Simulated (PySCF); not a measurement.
## Löwdin shares of the frontier orbitals

C3H5ClSi.
Atom-mapped SMILES: `[CH3:1][C:2]#[C:3][SiH2:4][Cl:5]` (hydrogens: H6, H7, H8 on C1; H9, H10 on Si4)

Cartesian coordinates in Å at the PBE0-D3(BJ)/def2-SVP level; atoms count from 1:
```xyz
10
C3H5ClSi angstrom
C      0.5094    1.2154    1.5092
C      1.9420    1.0725    1.3409
C      3.1468    0.9522    1.1966
Si     4.9427    0.7802    0.9876
Cl     5.8946    0.9926    2.8138
H      0.2774    1.7429    2.4474
H      0.0722    1.7914    0.6789
H      0.0157    0.2318    1.5403
H      5.2731   -0.5685    0.4548
H      5.4588    1.8411    0.0821
```

Theory: TDDFT CAM-B3LYP/def2-SVPD, vertical, gas phase, core orbitals frozen in the response (PySCF 2.14.0, density-fitted response routines).

Frontier orbitals with the atoms that hold most of them (Löwdin shares over 4%, at most four atoms; ? is withheld):

```
orbital  ε (eV)                            atoms
 HOMO-3  -10.54          Cl5 77%, Si4 12%, C3 5%
 HOMO-2  -10.31  Cl5 68%, Si4 13%, H10 6%, H9 6%
 HOMO-1   -9.42    C3 40%, C2 36%, C1 8%, Cl5 7%
   HOMO   -9.32                                ?
   LUMO    0.41                                ?
 LUMO+1    1.03  C1 23%, Si4 21%, C2 18%, C3 10%
 LUMO+2    1.06   C2 24%, C3 24%, Si4 23%, C1 8%
```

Question: Give the leading atoms of the HOMO.

Answer: C3 (bonded to C and Si) 37%; C2 (bonded to 2 C) 34%; Si4 (bonded to C, Cl and 2 H) 8%; C1 (bonded to C and 3 H) 7%. By element: carbon 78%, silicon 8%.

Question: Give the leading atoms of the LUMO.

Answer: Si4 (bonded to C, Cl and 2 H) 26%; Cl5 (bonded to Si) 19%; C3 (bonded to C and Si) 18%; C2 (bonded to 2 C) 17%. By element: carbon 35% or more, silicon 26%, chlorine 19%.

Question: How does S1 compare with the orbital gap of 9.73 eV?

Answer: S1 is at 5.65 eV (f = 0.0001), 4.08 eV below the gap, made of HOMO→LUMO (81%). Without the coupling terms of the response equations the lowest excitation would equal the gap.

Question: One configuration dominates each of S1 and S4. Which, and how do the shares of the two leading atoms of either orbital change from the occupied to the empty one?

Answer: 
- S1 (5.65 eV, f 0.0001), HOMO→LUMO (81%): C3 37% → 18%, C2 34% → 17%, Si4 8% → 26%, Cl5 at most 8% → 19%
- S4 (7.27 eV, f 0.0044), HOMO-2→LUMO (81%): Cl5 68% → 19%, Si4 13% → 26%
